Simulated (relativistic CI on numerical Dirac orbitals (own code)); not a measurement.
Calculated levels, Ir⁶⁸⁺

Calculated at this level of theory: Dirac-Coulomb-Breit CI, separate exchange-only KLI orbitals for each configuration, model QED (radiative potential, 1s self-energy scaled to tabulated hydrogen-like ionisation energies), unscaled Slater integrals (own radial code, finite nucleus).

Configurations in the expansion (outside the closed core 1s2): 2s²2p⁵, 2s2p⁶, 2p⁶3s, 2s²2p⁴3s, 2p⁶3p, 2s²2p⁴3p, 2p⁶3d, 2s²2p⁴3d, 2s2p⁵3s, 2s2p⁵3p, 2s2p⁵3d, 2s²2p⁴4s, 2s²2p⁴4p, 2s²2p⁴4d, 2s²2p⁴4f, 2s²2p³3s², 2s²2p³3s3p, 2s2p⁵4s, 2s²2p⁴5s, 2s2p⁵4p, 2s²2p³3s3d, 2s²2p⁴5p, 2s²2p³3p², 2s²2p⁴5d, 2s²2p⁴5f, 2s²2p⁴5g, 2s2p⁵4d, 2s2p⁵4f, 2s²2p³3p3d, 2s2p⁴3s², 2s²2p³3d², 2s2p⁴3s3p, 2s2p⁴3s3d, 2s2p⁴3p², 2s2p⁵5s, 2s2p⁴3p3d. Levels of other configurations are missing.

The lowest level is 2s²2p⁵ ²P°3/2, with 100 % of that term; Hund's rules for 2s²2p⁵ give ²P° with J = 3/2, in agreement.

| No. | Configuration | Term | J | E (eV) | % | Next component (%) | Lifetime (s) | jj configuration (%) |
| --- | --- | --- | --- | --- | --- | --- | --- | --- |
| 1 | 2s²2p⁵ | ²P° | 3/2 | 0.0 | 100 |  |  | 2p3/2^3 (100) |
| 2 | 2s²2p⁵ | ²P° | 1/2 | 1671.3 | 100 |  | 2.38e-11 | 2p1/2 2p3/2^4 (100) |
| 3 | 2s2p⁶ | ²S | 1/2 | 2182.2 | 100 |  | 3.11e-14 | 2s (100) |
| 4 | 2s²2p⁴3s | ⁴P | 5/2 | 9168.8 | 68 | 32 ²D | 2.11e-14 | 2p3/2^2 3s (100) |
| 5 | 2s²2p⁴3s | ²P | 3/2 | 9180.6 | 56 | 32 ²D | 3.51e-15 | 2p3/2^2 3s (100) |
| 6 | 2s²2p⁴3s | ²S | 1/2 | 9238.4 | 65 | 23 ⁴P | 7.06e-15 | 2p3/2^2 3s (100) |
| 7 | 2s²2p⁴3p | ⁴P° | 3/2 | 9314.7 | 31 | 26 ²P° | 1.32e-12 | 2p3/2^2 3p1/2 (100) |
| 8 | 2s²2p⁴3p | ²D° | 5/2 | 9316.4 | 37 | 27 ⁴D° | 4.52e-13 | 2p3/2^2 3p1/2 (100) |
| 9 | 2s²2p⁴3p | ²P° | 1/2 | 9380.3 | 73 | 19 ⁴D° | 5.60e-13 | 2p3/2^2 3p1/2 (100) |
| 10 | 2s²2p⁴3p | ⁴D° | 7/2 | 9784.9 | 68 | 32 ²F° | 3.39e-13 | 2p3/2^2 3p3/2 (100) |
| 11 | 2s²2p⁴3p | ²D° | 5/2 | 9784.9 | 51 | 40 ⁴P° | 3.42e-13 | 2p3/2^2 3p3/2 (100) |
| 12 | 2s²2p⁴3p | ²P° | 1/2 | 9785.9 | 51 | 38 ²S° | 3.49e-13 | 2p3/2^2 3p3/2 (100) |
| 13 | 2s²2p⁴3p | ²P° | 3/2 | 9837.1 | 48 | 29 ²D° | 1.96e-13 | 2p3/2^2 3p3/2 (100) |
| 14 | 2s²2p⁴3p | ²P° | 3/2 | 9864.8 | 70 | 12 ⁴D° | 3.64e-13 | 2p3/2^2 3p3/2 (100) |
| 15 | 2s²2p⁴3d | ⁴D | 3/2 | 9939.7 | 32 | 31 ²D | 3.26e-14 | 2p3/2^2 3d3/2 (100) |
| 16 | 2s²2p⁴3d | ⁴D | 5/2 | 9942.0 | 34 | 26 ²F | 9.91e-15 | 2p3/2^2 3d3/2 (99) |
| 17 | 2s²2p⁴3d | ²F | 7/2 | 9942.3 | 38 | 29 ²G | 5.91e-13 | 2p3/2^2 3d3/2 (100) |
| 18 | 2s²2p⁴3d | ⁴P | 1/2 | 9946.0 | 51 | 26 ²P | 2.33e-15 | 2p3/2^2 3d3/2 (99) |
| 19 | 2s²2p⁴3d | ²D | 3/2 | 10007.3 | 70 | 16 ⁴F | 6.09e-14 | 2p3/2^2 3d3/2 (98) |
| 20 | 2s²2p⁴3d | ²F | 7/2 | 10048.4 | 50 | 41 ⁴D | 3.18e-12 | 2p3/2^2 3d5/2 (100) |
| 21 | 2s²2p⁴3d | ⁴F | 9/2 | 10048.9 | 68 | 32 ²G | 6.35e-12 | 2p3/2^2 3d5/2 (100) |
| 22 | 2s²2p⁴3d | ²P | 1/2 | 10064.0 | 62 | 22 ²S | 1.09e-15 | 2p3/2^2 3d5/2 (99) |
| 23 | 2s²2p⁴3d | ²D | 5/2 | 10089.6 | 52 | 21 ²F | 5.17e-16 | 2p3/2^2 3d5/2 (99) |
| 24 | 2s²2p⁴3d | ²P | 3/2 | 10090.7 | 48 | 31 ²D | 4.25e-16 | 2p3/2^2 3d5/2 (98) |
| 25 | 2s²2p⁴3d | ²D | 5/2 | 10128.8 | 70 | 10 ⁴D | 7.87e-16 | 2p3/2^2 3d5/2 (99) |
| 26 | 2s²2p⁴3s | ⁴P | 3/2 | 10849.0 | 87 | 11 ²P | 3.69e-14 | 2p1/2 2p3/2^3 3s (100) |
| 27 | 2s²2p⁴3s | ²P | 1/2 | 10859.4 | 66 | 33 ⁴P | 3.91e-15 | 2p1/2 2p3/2^3 3s (100) |
| 28 | 2s²2p⁴3s | ²D | 5/2 | 10869.3 | 68 | 32 ⁴P | 1.92e-14 | 2p1/2 2p3/2^3 3s (100) |
| 29 | 2s²2p⁴3s | ²D | 3/2 | 10876.2 | 66 | 33 ²P | 4.60e-15 | 2p1/2 2p3/2^3 3s (100) |
| 30 | 2s²2p⁴3p | ⁴P° | 1/2 | 10989.2 | 51 | 27 ⁴D° | 6.82e-12 | 2p1/2 2p3/2^3 3p1/2 (100) |
| 31 | 2s²2p⁴3p | ⁴D° | 3/2 | 10995.7 | 54 | 21 ²D° | 1.17e-12 | 2p1/2 2p3/2^3 3p1/2 (100) |
| 32 | 2s²2p⁴3p | ²F° | 5/2 | 11009.6 | 53 | 30 ²D° | 7.53e-13 | 2p1/2 2p3/2^3 3p1/2 (100) |
| 33 | 2s²2p⁴3p | ²P° | 3/2 | 11055.3 | 47 | 25 ²D° | 5.42e-13 | 2p1/2 2p3/2^3 3p1/2 (100) |
| 34 | 2s2p⁵3s | ⁴P° | 5/2 | 11285.2 | 98 | 1 2s²2p⁴3p ⁴D° | 6.54e-14 | 2s 2p3/2^3 3s (98) |
| 35 | 2s2p⁵3s | ²P° | 3/2 | 11314.9 | 72 | 27 ⁴P° | 5.00e-15 | 2s 2p3/2^3 3s (99) |
| 36 | 2s2p⁵3s | ²P° | 1/2 | 11382.8 | 84 | 12 ⁴P° | 4.31e-15 | 2s 2p3/2^3 3s (95) |
| 37 | 2s2p⁵3s | ²P° | 3/2 | 11393.4 | 79 | 19 ⁴P° | 2.89e-14 | 2s 2p3/2^3 3s (98) |
| 38 | 2s2p⁵3p | ⁴P | 3/2 | 11437.8 | 44 | 30 ⁴S | 4.04e-15 | 2s 2p3/2^3 3p1/2 (100) |
| 39 | 2s2p⁵3p | ²D | 5/2 | 11438.7 | 44 | 39 ⁴D | 1.55e-15 | 2s 2p3/2^3 3p1/2 (99) |
| 40 | 2s²2p⁴3p | ⁴D° | 5/2 | 11465.3 | 55 | 30 ⁴P° | 3.05e-13 | 2p1/2 2p3/2^3 3p3/2 (99) |
| 41 | 2s²2p⁴3p | ²D° | 3/2 | 11471.2 | 53 | 24 ⁴P° | 2.33e-13 | 2p1/2 2p3/2^3 3p3/2 (100) |
| 42 | 2s²2p⁴3p | ²P° | 1/2 | 11471.8 | 37 | 27 ⁴P° | 7.42e-14 | 2p1/2 2p3/2^3 3p3/2 (97) |
| 43 | 2s²2p⁴3p | ²F° | 7/2 | 11481.7 | 68 | 32 ⁴D° | 2.58e-13 | 2p1/2 2p3/2^3 3p3/2 (100) |
| 44 | 2s²2p⁴3p | ²P° | 3/2 | 11490.9 | 41 | 29 ²D° | 1.54e-13 | 2p1/2 2p3/2^3 3p3/2 (97) |
| 45 | 2s²2p⁴3p | ²D° | 5/2 | 11495.3 | 68 | 15 ²F° | 2.10e-13 | 2p1/2 2p3/2^3 3p3/2 (100) |
| 46 | 2s2p⁵3p | ²P | 1/2 | 11526.7 | 40 | 30 ²S | 1.28e-15 | 2s 2p3/2^3 3p1/2 (98) |
| 47 | 2s2p⁵3p | ²D | 3/2 | 11528.6 | 57 | 21 ⁴D | 2.11e-15 | 2s 2p3/2^3 3p1/2 (99) |
| 48 | 2s²2p⁴3p | ²P° | 1/2 | 11553.3 | 86 | 8 ⁴D° | 2.09e-13 | 2p1/2 2p3/2^3 3p3/2 (99) |
| 49 | 2s²2p⁴3d | ⁴D | 1/2 | 11612.1 | 81 | 15 ²P | 1.80e-14 | 2p1/2 2p3/2^3 3d3/2 (99) |
| 50 | 2s²2p⁴3d | ⁴F | 3/2 | 11624.3 | 37 | 30 ⁴D | 9.82e-15 | 2p1/2 2p3/2^3 3d3/2 (99) |
| 51 | 2s²2p⁴3d | ⁴F | 5/2 | 11629.9 | 57 | 23 ²F | 2.26e-15 | 2p1/2 2p3/2^3 3d3/2 (100) |
| 52 | 2s²2p⁴3d | ²G | 7/2 | 11636.6 | 61 | 24 ²F | 5.81e-13 | 2p1/2 2p3/2^3 3d3/2 (100) |
| 53 | 2s²2p⁴3d | ⁴P | 1/2 | 11658.1 | 34 | 34 ²S | 5.10e-16 | 2p1/2 2p3/2^3 3d3/2 (97) |
| 54 | 2s²2p⁴3d | ²F | 5/2 | 11660.0 | 46 | 33 ²D | 6.34e-16 | 2p1/2 2p3/2^3 3d3/2 (99) |
| 55 | 2s²2p⁴3d | ²P | 3/2 | 11665.3 | 34 | 34 ²D | 5.04e-16 | 2p1/2 2p3/2^3 3d3/2 (98) |
| 56 | 2s²2p⁴3d | ⁴D | 7/2 | 11726.6 | 43 | 42 ⁴F | 3.03e-12 | 2p1/2 2p3/2^3 3d5/2 (100) |
| 57 | 2s²2p⁴3d | ²F | 5/2 | 11741.3 | 45 | 33 ⁴P | 2.70e-12 | 2p1/2 2p3/2^3 3d5/2 (100) |
| 58 | 2s²2p⁴3d | ²P | 3/2 | 11742.0 | 46 | 20 ⁴P | 8.73e-15 | 2p1/2 2p3/2^3 3d5/2 (100) |
| 59 | 2s²2p⁴3d | ²G | 9/2 | 11747.1 | 68 | 32 ⁴F | 5.55e-12 | 2p1/2 2p3/2^3 3d5/2 (100) |
| 60 | 2s²2p⁴3d | ²D | 5/2 | 11756.9 | 63 | 18 ⁴P | 2.06e-12 | 2p1/2 2p3/2^3 3d5/2 (99) |
| 61 | 2s²2p⁴3d | ²F | 7/2 | 11763.7 | 74 | 11 ⁴F | 4.16e-12 | 2p1/2 2p3/2^3 3d5/2 (100) |
| 62 | 2s²2p⁴3d | ²D | 3/2 | 11787.7 | 65 | 22 ²P | 2.98e-16 | 2p1/2 2p3/2^3 3d5/2 (98) |
| 63 | 2s²2p⁴3d | ²P | 1/2 | 11794.0 | 65 | 33 ²S | 2.79e-16 | 2p1/2 2p3/2^3 3d5/2 (98) |
| 64 | 2s2p⁵3p | ⁴D | 7/2 | 11904.6 | 99 |  | 5.90e-14 | 2s 2p3/2^3 3p3/2 (99) |
| 65 | 2s2p⁵3p | ²P | 3/2 | 11912.9 | 57 | 29 ⁴S | 2.49e-15 | 2s 2p3/2^3 3p3/2 (100) |
| 66 | 2s2p⁵3p | ⁴P | 5/2 | 11919.7 | 57 | 40 ²D | 3.76e-15 | 2s 2p3/2^3 3p3/2 (100) |
| 67 | 2s2p⁵3p | ²P | 1/2 | 11942.6 | 46 | 42 ²S | 1.79e-15 | 2s 2p3/2^3 3p3/2 (100) |
| 68 | 2s2p⁵3p | ²D | 5/2 | 11999.9 | 69 | 21 ⁴D | 2.93e-15 | 2s 2p3/2^3 3p3/2 (100) |
| 69 | 2s2p⁵3p | ²P | 3/2 | 12007.4 | 52 | 29 ²D | 4.64e-15 | 2s 2p3/2^3 3p3/2 (100) |
| 70 | 2s2p⁵3p | ²S | 1/2 | 12039.1 | 55 | 23 ²P | 1.61e-14 | 2s 2p3/2^3 3p3/2 (99) |

Energies count from the lowest computed level; ° marks odd parity; lifetimes are radiative, by E1, M1, E2, M2 decay to levels of this space only. Filled j subshells are mostly left out of the jj labels.

The mean weight of the leading LS term, summed over parents, in these 70 levels is 59 %, and that of the leading jj configuration (from the same eigenvectors) 99 %, so jj coupling describes them better and the LS labels are nominal.

At this charge energies of transitions that change n are usually good to better than 1 %, and those within a shell (Δn = 0) to a few per cent.

LS names give the leading component of a level, which can be under half, so a name can repeat, a term be missing and a line seem to break the LS rules.
